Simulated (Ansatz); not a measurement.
Basis-set series for `O[SiH2][CH2][GaH2]`. The species carries charge 0 and has multiplicity 1. All single points use the PBE0-D4/def2-TZVP geometry. It is one conformer, not always the lowest.

```
functional       basis  functions  energy (Eh)  HOMO (eV)  LUMO (eV)
   PBE0-D4    def2-SVP        113  -2330.99691      -7.43      -0.38
   PBE0-D4  def2-QZVPP        483  -2331.54846      -7.47      -0.81
   ωB97M-V    def2-SVP        113  -2331.31392      -9.56       1.35
   ωB97M-V  def2-QZVPP        483  -2331.86801      -9.62       0.57
```

**Question.** Give the rows for def2-TZVPP. (Best estimate.)

**Answer.** Ansatz gave: 
```tsv
functional	basis	functions	energy (Eh)	HOMO (eV)	LUMO (eV)
PBE0-D4	def2-TZVPP	250	-2331.48806	-7.46	-0.67
ωB97M-V	def2-TZVPP	250	-2331.81006	-9.62	0.92
```

Positive LUMOs are unbound and depend on the basis. Scalar relativity is left out up to krypton.
